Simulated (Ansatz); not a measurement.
Total energies of BeCl2 from Ansatz at CCSD(T)/def2-TZVPD, gas phase (1 Eh = 27.2114 eV = 2625.5 kJ/mol). The reference geometry is relaxed at r2SCAN-D4/def2-TZVP.

```
                 state   geometry  energy (Eh)
      charge 0 singlet  reference   -934.30988
     charge -1 doublet  reference   -934.29077
free Be atom (singlet)          –    -14.64929
free Cl atom (doublet)          –   -459.66363
```

Correlated methods freeze 10 core orbitals.

Problem. Work out the vertical electron affinity, to the doublet.

Solution. E(charge 0 singlet) − E(charge -1 doublet) = -934.30988 − (-934.29077) = -0.01911 Eh = -0.52 eV; negative, so the extra electron isn't bound.

Problem. What is the binding energy per atom against free atoms?

Solution. Atoms: 1 × (-14.64929) + 2 × (-459.66363) = -933.97655 Eh. Binding: -933.97655 − (-934.30988) = 0.33333 Eh = 9.07 eV, or 3.02 eV for each of 3 atoms (no zero-point energy, no counterpoise term).

At CCSD(T)/def2-TZVPD the highest occupied level of the charge -1 doublet lies above zero (up to 0.91 eV). By energy differences it is unbound by 0.52 eV (vertical, against the charge 0 singlet, at CCSD(T)/def2-TZVPD) and held by the finite basis.
